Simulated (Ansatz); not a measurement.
Program: Ansatz. Geometries: PBE0-D4/def2-TZVP. ΔE: electronic, gas phase. CCSD(T)/CBS adds triple-zeta CCSD(T) − MP2 to the extrapolated MP2 energy (def2 sets, frozen cores). Functionals use def2-TZVPP. Each species was taken in one conformer, which may not be the lowest.

Consider the formal exchange of groups at the Si–C bond: `N[SiH](F)C[SiH3]` + `NC(O)O` → `OC(O)[SiH3]` + `NC[SiH](N)F`.

Question: Is it downhill or uphill in electronic energy at CCSD(T)/CBS, and by how much? (Estimate.)

Answer: Ansatz gave: Uphill: ΔE = +1.06 eV.

Question: What do these levels give: r2SCAN-D4, ωB97M-V, HF/def2-TZVPP, SCS-MP2/def2-TZVPP, CCSD(T)/def2-TZVPP, MP2/CBS(def2)? (Estimate.)

Answer: The calculation gave: r2SCAN-D4 1.09, ωB97M-V 1.05, HF/def2-TZVPP 1.10, SCS-MP2/def2-TZVPP 1.07, CCSD(T)/def2-TZVPP 1.07, MP2/CBS(def2) 1.10 eV.

Largest T1 diagnostic among the species: 0.012.

From PBE to PBE0 (25 % exact exchange), in def2-TZVPP and without D4, ΔE moves by +0.08 eV.
